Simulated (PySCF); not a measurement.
Compound: W(CH)F3, CHF₃W (singlet state).
Bonds: W1–C2, W1–F4, W1–F5, W1–F6. Hydrogens: H3 on C2.

Method: PBE0-D3(BJ)/def2-SVP geometry optimisation, gas phase, def2 core potentials past Kr in PySCF 2.14.0; density fitting, grid level 1; the optimiser is geomeTRIC in internal coordinates, started from a GFN2-xTB structure with every atom displaced at random (about 0.03 Å).

Step 0: E = -11011.8547 eV
```
atom  x, y, z in Å  |  force x, y, z in eV/Å
W1      0.4784   -0.0711   -0.2480   -9.096   1.808   2.242
C2     -0.2622   -0.0391    1.5684    3.443  -0.543  -5.601
H3     -0.3422   -0.0504    2.6347   -0.441   0.191   1.160
F4      1.5134    0.0399   -1.7776    2.867   0.083  -1.330
F5     -0.6647    1.3115   -1.1149    2.139  -1.708   2.087
F6     -0.6595   -1.2868   -1.1318    1.088   0.170   1.443
```

Step 1: E = -11013.3375 eV
```
atom  x, y, z in Å  |  force x, y, z in eV/Å
W1      0.3828   -0.0501   -0.2522   -4.681   1.112  -1.198
C2     -0.2451   -0.0466    1.4474    1.957  -0.167  -1.073
H3     -0.3342   -0.0495    2.5347   -0.316   0.092   0.261
F4      1.5788    0.0564   -1.7453    1.829  -0.029   0.191
F5     -0.6438    1.3434   -1.0225    0.898  -0.792   1.165
F6     -0.6754   -1.3497   -1.0315    0.314  -0.215   0.654
```

Step 2: E = -11014.3108 eV
```
atom  x, y, z in Å  |  force x, y, z in eV/Å
W1      0.2266   -0.0390   -0.3343   -0.112  -0.646  -2.578
C2     -0.1997   -0.0389    1.3619    1.182  -0.129   1.274
H3     -0.2559   -0.0229    2.4637   -0.137   0.022  -0.278
F4      1.7212    0.0579   -1.6064    0.257  -0.101   1.609
F5     -0.6918    1.3895   -0.9344   -0.893   1.387  -0.252
F6     -0.7373   -1.4426   -1.0198   -0.298  -0.532   0.224
```

Question: Estimate the geometry and energy of step 3. (The exact step hangs on the optimiser's Hessian estimate; all steps are aligned on step 2, rigid shifts and turns removed.)

Answer: E = -11015.2097 eV, largest force 3.390 eV/Å
```
atom  x, y, z in Å  |  force x, y, z in eV/Å
W1      0.0877   -0.0086   -0.4533    1.429  -0.596  -3.016
C2     -0.1244   -0.0592    1.2486    1.076   0.316   2.192
H3     -0.1183   -0.0601    2.3570   -0.183  -0.039  -0.526
F4      1.8540    0.0569   -1.3196   -1.347  -0.122   1.713
F5     -0.7985    1.5007   -0.9697   -0.654   0.953  -0.101
F6     -0.8374   -1.5257   -0.9323   -0.321  -0.512  -0.262
```

The energy changes by -0.8989 eV. The first-order estimate −F·Δx gives -1.1078 eV and the mean of the old and new forces, exact on a quadratic surface, -0.8263 eV. The step makes an angle of 55° with the force vector and moves no atom by more than 0.316 Å.

The cost below is that of the whole optimisation. The run took 2.4 min on one thread of an AMD EPYC, shared host with 64 logical CPUs at a one-minute load of 55, and the process peaked at 0.36 GiB of memory.
